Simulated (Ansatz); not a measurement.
CoN₃H₆⁻, that is Co(NH2)3 with one electron more. Total charge -1; sextet. Geometry PBE0-D4/def2-SVP, that of the neutral quintet; atoms count from 1.

```xyz
10

Co    0.000    0.000    0.000
N     0.972   -1.495    0.362
H     1.964   -1.511    0.584
H     0.607   -2.443    0.378
N    -1.784   -0.133   -0.333
H    -2.322   -0.996   -0.316
H    -2.397    0.643   -0.567
N     0.812    1.628   -0.030
H     1.802    1.794    0.128
H     0.346    2.514   -0.206
```

The highest occupied level of the charge -1 sextet lies above zero (up to 2.20 eV). By energy differences it is unbound by 1.07 eV (vertical, to the charge 0 quintet, at PBE0-D4/def2-TZVPD) and held by the finite basis. At PBE0-D4/def2-TZVPD a quartet of charge -1 lies 2.16 eV below the sextet at the same geometry.

(1) Estimate the Mulliken populations from the PBE0/def2-TZVPD orbitals of Ansatz.

(2) Where does the spin sit?

(3) And the Mayer bond orders between bonded heavy atoms (over 0.3)?

## Answers

(1) 
```
atom  charge (e)  spin (α − β)  d electrons
 Co1       -0.74          3.71         7.04
  N2       -0.98          1.13            –
  H3        0.45         -0.35            –
  H4        0.45         -0.35            –
  N5       -0.98          1.12            –
  H6        0.45         -0.35            –
  H7        0.45         -0.35            –
  N8       -0.98          1.13            –
  H9        0.45         -0.35            –
 H10        0.45         -0.35            –
```
Mulliken values and Mayer orders depend strongly on the basis. With diffuse functions, as here, like atoms can get unlike values, and bond orders can come out too low or too high.

(2) Summed by element: Co 3.71, N 3.38, H -2.09, of 5 unpaired in all. Largest on single atoms: Co1 3.71, N2 1.13, N8 1.13.

(3) Co1–N2 2.27 (1.82 Å); Co1–N5 2.27 (1.82 Å); Co1–N8 2.27 (1.82 Å). Values over 0.3 also appear between atoms too far apart for a bond (N2–N5 1.13 at 3.15 Å; N2–N8 1.13 at 3.15 Å; N5–N8 1.13 at 3.15 Å); they arise where an orbital or an unpaired electron spreads over both atoms.
